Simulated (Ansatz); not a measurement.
Reactions of C2H5In, SMILES `C=[CH][InH2]`.

Program: Ansatz. Geometries: PBE0-D4/def2-TZVP. ΔE: electronic, gas phase. CCSD(T)/CBS adds triple-zeta CCSD(T) − MP2 to the extrapolated MP2 energy (def2 sets, frozen cores). This one scheme is used for every species. DFT in def2-TZVPP. Elements past krypton have def2 core potentials. For As, I, In outer-core shells are correlated without core-valence functions, which leaves a few kJ/mol of doubt a bond. Scalar relativity is left out up to krypton. Each species was taken in one conformer, which may not be the lowest.

| reaction | ωB97X-V (kJ/mol) | r2SCAN-D4 (kJ/mol) | MP2/CBS(def2) (kJ/mol) | CCSD(T)/CBS(def2) (kJ/mol) |
| --- | --- | --- | --- | --- |
| `C=[CH][InH2]` + `C[S][AlH][OH]` → `C[S][AlH][O][InH2]` + `C=C` | -71 | -73 | -73 | -74 |
| `C=[CH][InH2]` + CH₃OH → `C=COC` + `[InH3]` | 15 | 11 | 38 | 32 |
| `C=[CH][InH2]` + HI → `[InH2][I]` + `C=C` | -172 | -178 | -181 | -176 |
| `C=[CH][InH2]` + `N[Si]1(F)OCO1` → `C=[CH][InH][F]` + `N[SiH]1OCO1` | 73 | 74 | 69 | 71 |
| `C=[CH][InH2]` + `[AsH3]` → `[AsH2][InH2]` + `C=C` | -87 | -94 | -93 | -91 |
| `C=[CH][InH2]` + `[SiH3][AsH2]` → `C=C[SiH2][AsH2]` + `[InH3]` | -17 | -20 | -10 | -12 |
| `C=[CH][InH2]` + HCl → `[Cl][InH2]` + `C=C` | -150 | -153 | -146 | -147 |
| `C=[CH][InH2]` + `O[SiH3]` → `[SiH3][O][InH2]` + `C=C` | -79 | -81 | -79 | -81 |
| `C=[CH][InH2]` + CH₃NH₂ → `C[NH][InH2]` + `C=C` | -35 | -39 | -39 | -40 |
| `C=[CH][InH2]` + `CC(C)(C)N([SiH3])[SiH3]` → `[SiH3][N]([SiH3])[InH2]` + `C=CC(C)(C)C` | -97 | -104 | -114 | -109 |

Largest T1 diagnostic: 0.016, for `C[NH][InH2]`.
